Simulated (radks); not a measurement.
Values are calculated unless marked as measured or tabulated.
Polarisability of the chromium ion Cr4+, [Ar] 3d2, at imaginary frequency. Code: a radial shooting solver on a logarithmic mesh with Libxc functionals. Model: non-relativistic Kohn-Sham, LDA (Slater exchange, VWN5 correlation), spin-polarised, spherical densities, point nucleus; open shells are filled with parallel spins first. Response by self-consistent Sternheimer equations with the Hartree and adiabatic LDA kernel.

w (hartree),alpha1(iw) (bohr^3)
0.00266,1.367
0.0143,1.367
0.0360,1.367
0.0697,1.365
0.118,1.361
0.186,1.352
0.280,1.334
0.413,1.298
0.605,1.233
0.892,1.118
1.35,0.9336
2.12,0.6727
3.59,0.3804
6.94,0.1508
17.5,0.03489

Static values: alpha1 = 1.367 bohr^3 (0.2026 angstrom^3; uncoupled 1.909). C6 = 2.952, triple-dipole C9 = 2.888 atomic units. One-pole (London) frequency 4 C6 / (3 alpha1^2) = 2.106 hartree, against 2.190 for minus the highest occupied eigenvalue. The dipole shielding factor is 0.834, as the force sum rule N/Z = 0.833 demands.
